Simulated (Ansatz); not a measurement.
Abridged output of a molecular run in Ansatz:

```
Functional definition: HF
1086 factors; integrals over basis functions are off by at most 9.4e-4 eV
mean field evaluation 1: about -113041.0022 eV, gradient 1.4e1 eV
mean field evaluation 2: about -113041.0725 eV, gradient 1.4e1 eV
mean field evaluation 4: about -113042.0509 eV, gradient 3.0e0 eV
mean field evaluation 8: about -113042.0659 eV, gradient 3.8e-4 eV
mean field -113042.06585504 eV, -4154.2192975086 hartree, gradient 1.6e-6 eV, S^2 0.000000; 0 other end points of the search recorded, 0 dependent functions left out
18 core orbitals not correlated: weight in the atoms' cores, before any rotation towards them, 1.000 or more for the frozen orbitals, at most 0.000 for the correlated occupied ones
reference -113042.06585504 eV, -4154.2192975086 hartree; 17, 17 occupied and 145, 145 virtual orbitals, 1086 factors
second order -14.62285879 eV of doubles, -0.00000000 eV of singles
cycle   1  -14.76485083 eV  change   -1.4e-1 eV  update   1.0e-1
cycle   2  -15.36760332 eV  change   -6.0e-1 eV  update   2.9e-2
cycle   3  -15.41485234 eV  change   -4.7e-2 eV  update   1.3e-2
cycle   4  -15.40908523 eV  change    5.8e-3 eV  update   3.0e-3
cycle   5  -15.40877394 eV  change    3.1e-4 eV  update   8.2e-4
cycle   6  -15.40832784 eV  change    4.5e-4 eV  update   2.3e-4
cycle   7  -15.40828286 eV  change    4.5e-5 eV  update   5.2e-5
cycle   8  -15.40829953 eV  change   -1.7e-5 eV  update   1.5e-5
perturbative correction -0.50282819 eV, -0.0184785953 hartree
Total energy: -113057.97698277 eV, -4154.8040206676 hartree
```

Its atoms:

```xyz
8

Ge    1.116   -0.458    0.102
Ge   -1.115    0.458   -0.102
H     2.126    0.658    0.414
H     1.165   -1.495    1.236
H     1.532   -1.144   -1.209
H    -2.126   -0.661   -0.398
H    -1.170    1.483   -1.246
H    -1.527    1.158    1.203
```

Question: Which basis set was used?
A. def2-TZVPP
B. cc-pV(Q+d)Z
C. def2-SVP
D. cc-pV(D+d)Z

Answer: A. It gives 180 functions.

Question: Write the keys of the input that set method, charge and spin (a neutral closed shell needs none for the last two).

Answer: 
```yaml
correlation: {method: ccsd_t}
```
